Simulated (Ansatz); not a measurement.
Reaction (formal exchange of groups at the Al–F bond): `C[BH][AlH][F]` + `C[SiH3]` → `C[BH][AlH][SiH2]C` + H–F

Calculated with Ansatz (gas phase, PBE0-D4/def2-TZVP geometries, no zero-point term in ΔE). CCSD(T)/CBS adds triple-zeta CCSD(T) − MP2 to the extrapolated MP2 energy (def2 sets, frozen cores). This one scheme is used for every species. DFT in def2-TZVPP. B3LYP here is the variant with VWN-RPA as its local correlation; programs differ in this. One conformer a species, not always the lowest.

(1) Is it downhill or uphill in electronic energy at CCSD(T)/CBS, and by how much? (Best estimate.)

(2) What do these levels give: PBE-D4, r2SCAN-D4, PBE0-D4, B3LYP-D4, ωB97M-V, r2SCAN, PBE0, B3LYP, HF/def2-TZVPP, MP2/def2-TZVPP, SCS-MP2/def2-QZVPP, MP2/CBS(def2)? (An estimate is asked.)

Largest T1 diagnostic among the species: 0.012.

## Answers

(1) Computed: Uphill: ΔE = +188.8 kJ/mol.

(2) Ansatz gave: PBE-D4 167.4, r2SCAN-D4 188.1, PBE0-D4 171.3, B3LYP-D4 193.9, ωB97M-V 197.6, r2SCAN 190.0, PBE0 176.3, B3LYP 201.9, HF/def2-TZVPP 216.9, MP2/def2-TZVPP 196.8, SCS-MP2/def2-QZVPP 203.6, MP2/CBS(def2) 197.5 kJ/mol.

In def2-TZVPP, CCSD(T) changes the Hartree–Fock value by −28.8 kJ/mol (the triples alone add −4.2 kJ/mol) and MP2 by −20.1 kJ/mol. The D4 term adds −8.1 kJ/mol with B3LYP and −5.0 kJ/mol with PBE0; it sums over pairs of atoms, weighted by their polarisabilities, and B3LYP, whose exchange is more repulsive, gets the larger term. From PBE to PBE0 (25 % exact exchange), in def2-TZVPP and without D4, ΔE moves by +3.7 kJ/mol.
